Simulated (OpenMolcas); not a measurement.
A run on Co4+ among 4 point charges of -1.5 e arranged as a square (D4h), 2.13 Å from the ion.
```
   2.1300    0.0000    0.0000  -1.50
   0.0000    2.1300    0.0000  -1.50
  -2.1300    0.0000    0.0000  -1.50
   0.0000   -2.1300    0.0000  -1.50
```

- Program: OpenMolcas
- Method: CASSCF
- Basis: ANO-RCC-VDZP [5s4p2d1f]
- Scalar Hamiltonian: DKH2, point nucleus
- Active space: 5 electrons in 5 orbitals (3d)
- State averaging: 2S+1 = 6 even, 1 root; 2S+1 = 4 even, 24 roots; 2S+1 = 2 even, 75 roots
- Spin-orbit coupling: RASSI with atomic mean-field integrals over the reference wave functions

34 basis functions. Blocks (2S+1, parity, CSFs, roots kept): 6, even, 1, 1; 4, even, 24, 24; 2, even, 75, 75.

Question: How long do the RASSCF and RASSI steps take on 1 thread of Arm Neoverse V2 (shared host)?

Answer: About 20 s of wall time, without the integral step.
